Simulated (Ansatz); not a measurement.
The same path of ClGaH6OSi (10 atoms, charge 0, multiplicity 1) was run 3 times with different band settings. Lost on the way: H5–O6. Made: Cl2–H5.

All numbers below come from RKS BHLYP/def2-SVP in Ansatz 0.2.0.

Relaxed end points:

```xyz
10
Properties=species:S:1:pos:R:3
Ga -1.796 -0.522 0.137
Cl -1.467 -2.459 1.169
H -2.022 -0.656 -1.399
H -2.321 0.609 1.070
H 0.577 -1.046 0.686
O 0.308 -0.238 0.235
Si 1.461 0.856 -0.357
H 2.331 1.276 0.758
H 2.258 0.202 -1.410
H 0.671 1.978 -0.888
```

```xyz
10
Properties=species:S:1:pos:R:3
Ga -1.682 -0.217 -0.100
Cl -0.822 -2.397 1.390
H -2.085 -0.887 -1.442
H -2.544 0.528 0.953
H 0.070 -1.498 1.036
O 0.124 0.024 0.110
Si 1.426 0.904 -0.376
H 2.421 0.956 0.719
H 2.067 0.296 -1.567
H 1.025 2.290 -0.723
```

Common settings: spring 5.0 eV/Å²; start path through a guess of the saddle point; force threshold 0.05 eV/Å; iteration limit 60; end points relaxed.

| run | movable images | climbing image | optimiser | largest step |
| --- | --- | --- | --- | --- |
| 1 | 5 | yes | quadratic models (default) | default |
| 2 | 5 | yes | fire | 0.5 Å |
| 3 | 6 | no | quadratic models (default) | default |

(1) What does each run give, and how far can it be trusted?

Results:

(1) Run 1: converged after 12 iterations, highest image 0.982 eV above the first end. A vibrational analysis at the climbing image gives one clearly imaginary mode, 254i cm⁻¹: a first-order saddle point.
Run 2: converged after 37 iterations, highest image 0.989 eV above the first end. The order of the stationary point at the top wasn't checked.
Run 3: converged after 19 iterations, highest image 0.982 eV above the first end. No image climbed, so the highest image needn't sit at the top of the path.
The orbitals stay closed-shell, which can raise the energy where a bond breaks towards radicals; this wasn't checked here.
